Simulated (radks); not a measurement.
Excited configurations of Co: one electron is placed in a higher orbital outside [Ar] 3d8. The ground configuration is [Ar] 3d7 4s2. Method: scalar-relativistic Kohn-Sham, PBEsol, spin-polarised, spherical densities, point nucleus; open shells are filled with parallel spins first; computed with a radial shooting solver on a logarithmic mesh with Libxc functionals. Excitation = E - E(ground); binding = E(ion) - E, where the ion is the core of charge +1; n* = 1/sqrt(2 binding) in atomic units, and the quantum defect is n - n*.

outer orbital	excitation (eV)	binding (eV)	n*	quantum defect	eigenvalue (eV)	<r> (bohr)
4p	3.553	4.129	1.815	2.185	-1.974	4.410
4f	6.737	0.944	3.796	0.204	-0.468	16.98
5s	5.056	2.626	2.276	2.724	-1.597	8.259
5d	6.672	1.010	3.670	1.330	-0.585	19.22
5f	7.029	0.652	4.567	0.433	-0.390	28.88
6s	6.316	1.365	3.157	2.843	-0.870	16.15
6d	6.995	0.686	4.452	1.548	-0.431	30.67
6f	7.208	0.474	5.358	0.642	-0.306	43.29
7s	6.828	0.854	3.992	3.008	-0.560	26.60
7p	6.975	0.707	4.388	2.612	-0.468	31.36

The Delta-SCF ionisation energy is 7.682 eV (NIST Atomic Spectra Database: 7.881 eV, measured). Self-interaction in the functional shifts the binding energies and quantum defects, so they are the method's values and not measured ones. Open shells are spherical and high-spin; term and fine-structure splittings are not resolved.
